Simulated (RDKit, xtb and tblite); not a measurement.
Internal rotation in SMILES COC(=O)c1ccc([SiH3])cc1 (C₈H₁₀O₂Si). Scanned: dihedral C1–O2–C3–O4 and dihedral O2–C3–C5–C6; all other coordinates were relaxed at GFN2-xTB. Points at φ and −φ are mirror images. Heavy atoms are numbered in the order of the SMILES COC(=O)c1ccc([SiH3])cc1, hydrogens after them in the order of the atoms that carry them; the mirror image has the same energies with the sign of each dihedral reversed.

GFN2-xTB (xtb and tblite); MMFF94 // GFN2-xTB (RDKit); UFF // GFN2-xTB (RDKit).

Energies in kJ/mol at chosen points (x: dihedral C1–O2–C3–O4 (°); y: dihedral O2–C3–C5–C6 (°)), relative to x = 0, y = 0:

```csv
method,"(-150, -120)","(-30, -90)","(120, 180)","(30, 90)","(0, 0)","(90, 60)","(150, -60)"
GFN2-xTB,42.1,27.8,56.6,27.8,0.0,73.0,41.8
MMFF94,62.1,36.2,71.1,36.2,0.0,82.4,61.1
UFF,14.9,45.2,19.3,45.2,0.0,34.5,14.6
```

MMFF94 has few fitted parameters for silicon.
